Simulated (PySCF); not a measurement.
**Working out the excitation energy of O**

O [He] 2s2 2p4 (3P) → O [He] 2s1 2p5 (3P). Computed with PySCF 2.14 in x2c-QZVPPall (7s4p3d2f1g, 57 functions), with the spin-free X2C one-electron Hamiltonian (Gaussian nucleus). Frozen: nothing. Energies in hartree (1 hartree = 27.21139 eV):

```tsv
part	O (lower)	O (upper)
UHF	-74.870976	-74.249812
CCSD correlation	-0.196116	-0.238148
(T)	-0.003851	-0.008175
```

Q: What does Hartree-Fock give?

A: (-74.249812) − (-74.870976) = 0.621164 hartree = 16.903 eV.

Q: What do CCSD and CCSD(T) give?

A: The CCSD correlation energies differ by -0.042032 hartree = -1.144 eV and the triples by -0.004324 hartree = -0.118 eV, so CCSD gives 15.759 eV and CCSD(T) 15.641 eV.

The upper state lies above the first ionisation limit, where it may autoionise and the basis confines it.
